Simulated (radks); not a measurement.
Problem. Successive ionisation energies (eV) of one element, from differences of total energies of ions in their ground configurations, starting at charge 0: 10.845, 20.348, 30.869, 42.184, 68.572, 82.669, 155.67, 188.62, 223.52, 260.29, 298.86, 339.17, 381.16, 424.80, 470.03, 516.81, 654.51, 699.65, 745.51, 792.03, 839.09, 886.58. Calculated with a radial shooting solver on a logarithmic mesh with Libxc functionals: scalar-relativistic Kohn-Sham, PBE, spin-unpolarised, spherical densities, point nucleus. Which element is it?

Solution. Selenium (Z = 34). The first species listed is Se in [Ar] 3d10 4s2 4p4, the last Se21+ in [Ne] 3s2 3p1.
